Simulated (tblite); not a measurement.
Compound: C9H7N3.
Numbering: `[CH2:1]=[C:2]1[CH:3]=[CH:4][C:5]([c:6]2[n:7][cH:8][n:9][cH:10][n:11]2)=[CH:12]1` (hydrogens: H13, H14 on C1; H15 on C3; H16 on C4; H17 on C8; H18 on C10; H19 on C12)

The geometry is computed with GFN2-xTB (gas phase).

What internal coordinates does the optimisation give?

```tsv
bond	length (Å)
C1=C2	1.337
C2–C3	1.464
C3=C4	1.341
C4–C5	1.464
C5–C6	1.442
C6–N7, C6–N11	1.339
N7–C8, C10–N11	1.315
C8–N9, N9–C10	1.325
C5=C12	1.358
C2–C12	1.456
C1–H13	1.078
C1–H14	1.078
C3–H15	1.074
C4–H16	1.073
C8–H17, C10–H18	1.084
C12–H19	1.073
```

Bonds in one row agree within 0.01 Å and their mean is given. A selection of angles:
```tsv
angle	degrees
C2–C1–H13	121.6
C2–C1–H14	121.6
H13–C1–H14	116.9
C1–C2–C3	127.4
C1–C2–C12	126.7
C3–C2–C12	106.0
C2–C3–C4	108.6
C2–C3–H15	123.6
C4–C3–H15	127.8
C3–C4–C5	108.7
C3–C4–H16	128.4
C5–C4–H16	122.8
C4–C5–C6	124.4
C4–C5–C12	108.8
C6–C5–C12	126.8
C5–C6–N7	118.3
N7–C6–N11	123.4
C6–N7–C8	115.4
N7–C8–N9	125.8
N7–C8–H17	117.1
N9–C8–H17	117.1
C8–N9–C10	114.2
C5–C12–H19	126.8
C2–C12–C5	108.0
C2–C12–H19	125.2
```

Dihedral angles: C1–C2–C3–C4 180° (antiperiplanar); C2–C3–C4–C5 0° (synperiplanar); C3–C4–C5–C6 180° (antiperiplanar); C4–C5–C6–N7 180° (antiperiplanar); C4–C5–C12–C2 0° (synperiplanar); C1–C2–C12–C5 180° (antiperiplanar).

N7 (pyridine-type nitrogen) is bent (angle 115.4°). N9 (pyridine-type nitrogen) is bent (angle 114.2°). Of the pairs four or more bonds apart, N11···H16 is among the closest relative to their van der Waals radii: 2.69 Å, 98 % of the sum of Bondi's values. The 6-membered ring C6–N7–C8–N9–C10–N11 has internal angles of 114.2° to 125.8°; it is planar, 0.00 Å rms from its mean plane, widest ring torsion 0°. The 5-membered ring C2–C3–C4–C5–C12 has internal angles of 106.0° to 108.8°; it is planar, 0.00 Å rms from its mean plane, widest ring torsion 0°. The C–N distances run from 1.314 Å (N7–C8, aromatic) to 1.339 Å (C6–N7, aromatic), a spread of 0.025 Å. The 12 heavy atoms lie in one plane (0.001 Å rms).

Point group: Cs (tolerance 0.08 Å). Its GFN2-xTB frequencies are all real (lowest 51 cm⁻¹). The numbers are those of one conformer.
